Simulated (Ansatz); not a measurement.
Si₃₉H₄₄, a nanocrystal cut from hexagonal silicon, relaxed as a singlet with RKS PBE-D4/def2-SVP in Ansatz, starting from the GFN2-xTB geometry. Force threshold 0.03 eV/Å.

Single mean-field runs in def2-SVP are fitted with def2-universal-jkfit.

Start:

Cartesian coordinates in Å:
```
Si -3.033 1.627 3.673
Si -0.974 1.280 4.697
Si -0.709 -0.862 5.579
Si 0.664 3.947 2.372
Si 0.801 1.754 3.184
Si 2.940 1.292 4.129
Si 0.986 -1.983 4.436
Si 2.935 -0.853 5.047
Si 4.626 1.665 2.569
Si -5.448 0.622 0.745
Si -3.396 0.265 1.808
Si -3.281 -2.012 2.358
Si -1.645 2.893 -0.567
Si 0.320 3.999 0.069
Si -1.611 0.665 0.244
Si 0.513 0.253 1.296
Si -1.408 -3.051 1.457
Si 0.647 -2.038 2.084
Si 2.037 2.926 -1.114
Si 2.230 0.686 -0.345
Si 4.306 0.281 0.729
Si 2.450 -3.048 0.899
Si 4.511 -1.995 1.192
Si -5.730 -0.750 -1.091
Si -4.075 1.831 -3.397
Si -2.103 2.944 -2.868
Si -3.997 -0.353 -2.583
Si -1.874 -0.809 -1.646
Si -1.646 -3.044 -0.882
Si -0.232 1.949 -3.879
Si 1.848 2.960 -3.455
Si -0.148 -0.345 -3.260
Si 1.969 -0.827 -2.203
Si 0.018 -4.164 -2.094
Si 1.976 -3.068 -1.407
Si 3.615 1.856 -4.509
Si 3.656 -0.342 -3.759
Si -0.416 -1.839 -5.042
Si -0.313 -4.070 -4.404
H -4.141 1.537 4.638
H -3.101 3.019 3.197
H -0.843 2.224 5.829
H -0.406 -0.800 7.017
H -1.979 -1.600 5.559
H -0.404 4.661 3.090
H 1.877 4.686 2.753
H 3.135 2.228 5.259
H 1.053 -3.388 4.893
H 3.050 -0.795 6.512
H 4.143 -1.593 4.665
H 4.571 3.068 2.127
H 5.966 1.553 3.168
H -6.576 0.553 1.687
H -5.465 2.023 0.285
H -3.405 -2.229 3.803
H -4.487 -2.671 1.833
H -2.768 3.536 0.149
H 0.248 5.402 -0.398
H -1.333 -4.459 1.907
H 3.313 3.576 -0.744
H 5.341 0.602 -0.278
H 2.534 -4.450 1.364
H 5.065 -2.220 2.535
H 5.522 -2.622 0.328
H -7.071 -0.674 -1.691
H -5.637 -2.147 -0.634
H -5.225 2.527 -2.793
H -4.361 1.888 -4.836
H -2.165 4.357 -3.304
H -4.107 -1.263 -3.747
H -2.942 -3.683 -1.209
H -0.446 1.974 -5.342
H 1.782 4.367 -3.911
H 0.082 -5.574 -1.650
H 3.115 -3.718 -2.093
H 4.890 2.547 -4.256
H 3.487 1.933 -5.973
H 4.966 -0.662 -3.170
H 3.567 -1.269 -4.899
H -1.683 -1.554 -5.735
H 0.599 -1.547 -6.068
H -1.528 -4.801 -4.801
H 0.754 -4.785 -5.122
```

| step | energy (eV) | largest force component (eV/Å) | SCF passes |
| --- | --- | --- | --- |
| 1 | -307710.7346 | 0.755 | 21 |
| 2 | -307711.8741 | 0.573 | 26 |
| 3 | -307712.0614 | 0.037 | 21 |
| 4 | -307712.0670 | 0.010 | 21 |
| 5 | -307712.0679 | 0.012 | 21 |

Force components are those of the run's own axes.

End:

Cartesian coordinates in Å:
```
Si -3.017 1.646 3.613
Si -0.933 1.314 4.652
Si -0.704 -0.871 5.532
Si 0.649 3.975 2.363
Si 0.762 1.725 3.075
Si 2.849 1.313 4.075
Si 0.954 -2.038 4.330
Si 2.916 -0.888 4.946
Si 4.549 1.681 2.493
Si -5.335 0.694 0.699
Si -3.295 0.216 1.770
Si -3.291 -2.070 2.374
Si -1.706 2.904 -0.474
Si 0.297 4.029 0.039
Si -1.575 0.653 0.231
Si 0.499 0.258 1.258
Si -1.381 -3.106 1.468
Si 0.615 -1.977 2.005
Si 2.077 2.924 -1.033
Si 2.184 0.673 -0.322
Si 4.291 0.270 0.630
Si 2.391 -3.082 0.924
Si 4.489 -2.030 1.148
Si -5.627 -0.800 -1.098
Si -4.033 1.837 -3.365
Si -2.058 2.983 -2.799
Si -3.893 -0.411 -2.636
Si -1.825 -0.802 -1.593
Si -1.721 -3.050 -0.864
Si -0.251 1.908 -3.859
Si 1.778 2.991 -3.364
Si -0.137 -0.345 -3.154
Si 1.920 -0.800 -2.129
Si 0.025 -4.156 -1.980
Si 2.015 -3.049 -1.402
Si 3.556 1.856 -4.414
Si 3.642 -0.392 -3.670
Si -0.406 -1.770 -4.999
Si -0.305 -4.033 -4.308
H -4.144 1.440 4.595
H -3.087 3.067 3.107
H -0.776 2.311 5.777
H -0.218 -0.751 6.957
H -2.025 -1.594 5.558
H -0.479 4.673 3.083
H 1.935 4.681 2.716
H 3.023 2.290 5.215
H 1.022 -3.479 4.780
H 2.943 -0.802 6.453
H 4.165 -1.606 4.505
H 4.464 3.110 2.016
H 5.903 1.474 3.127
H -6.471 0.580 1.686
H -5.309 2.107 0.171
H -3.398 -2.233 3.866
H -4.500 -2.730 1.756
H -2.857 3.576 0.239
H 0.212 5.450 -0.469
H -1.269 -4.541 1.931
H 3.379 3.602 -0.667
H 5.344 0.627 -0.394
H 2.451 -4.510 1.415
H 5.120 -2.244 2.499
H 5.393 -2.659 0.114
H -6.967 -0.586 -1.759
H -5.574 -2.218 -0.588
H -5.224 2.504 -2.721
H -4.231 1.874 -4.860
H -2.120 4.425 -3.248
H -4.011 -1.339 -3.823
H -3.042 -3.715 -1.184
H -0.477 1.921 -5.355
H 1.712 4.428 -3.825
H 0.092 -5.593 -1.518
H 3.186 -3.712 -2.094
H 4.856 2.550 -4.092
H 3.365 1.889 -5.910
H 4.975 -0.675 -3.022
H 3.486 -1.329 -4.842
H -1.732 -1.488 -5.660
H 0.684 -1.489 -6.004
H -1.589 -4.736 -4.675
H 0.829 -4.732 -5.017
```

By distances, no bond broke or formed. The bond that changes most is Si5–Si16, from 2.43 to 2.35 Å (atoms count from 1).

The force fell under the threshold at step 4, but the optimiser went on. No frequencies were taken in this run, so the end may be a saddle point.

Hardware: 11 threads of AMD EPYC 7R13 on a shared host and a whole NVIDIA H100 80GB HBM3. Wall time 23 s, peak host memory 1.6 GiB.
